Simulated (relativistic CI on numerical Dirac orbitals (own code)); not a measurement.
Sensitivity of the levels of Tc XX to α and to the nuclear radius

Calculated at this level of theory: Dirac-Coulomb-Breit CI, separate exchange-only KLI orbitals for each configuration, derivatives by finite differences, unscaled Slater integrals, QED left out (own radial code, finite nucleus).

Configurations in the expansion (outside the closed core [Ne]): 3s2 3p6 3d6, 3s2 3p5 3d7, 3s2 3p4 3d8, 3s 3p6 3d7, 3p6 3d8, 3s 3p5 3d8, 3s2 3p6 3d5 4s, 3s2 3p6 3d5 4p. Levels of other configurations are missing.

With x = (α/α₀)² − 1 an excitation energy changes as ω = ω₀ + qx; K = 2q/ω₀ is the relative enhancement. Terms are leading LS components, so labels can repeat. The field-shift factor is F = δν/δ⟨r²⟩ for the transition from the lowest level.

Lowest level 3s2 3p6 3d6 5D_4.

```
           Level  ω₀ (cm⁻¹)  q (cm⁻¹)        K  F (GHz/fm²)
3s2 3p6 3d6 5D_3    18573.5     22600     2.43        0.137
3s2 3p6 3d6 5D_2    21272.5     12320     1.16       0.0729
3s2 3p6 3d6 5D_1    29563.0     28210     1.91        0.172
3s2 3p6 3d6 5D_0    31389.1     27410     1.75        0.171
3s2 3p6 3d6 3F_4    69419.5     -3343  -0.0963       0.0646
3s2 3p6 3d6 3P_2    75123.9     23670     0.63        0.129
3s2 3p6 3d6 3H_6    82146.0     12390    0.302        0.184
3s2 3p6 3d6 3H_5    82982.3     10720    0.258        0.168
3s2 3p6 3d6 3F_3    92834.2     20170    0.435        0.187
3s2 3p6 3d6 3F_2    95959.2     19100    0.398        0.153
3s2 3p6 3d6 3H_4   103415.7     38190    0.739        0.311
3s2 3p6 3d6 1S_0   107059.8     28270    0.528         0.24
3s2 3p6 3d6 3G_5   116563.4     41710    0.716        0.362
```

At this charge energies of transitions that change n are usually good to better than 1 %, and those within a shell (Δn = 0) to a few per cent. Terms inside the open d or f shell come out 10 to 20 % too wide with unscaled integrals.
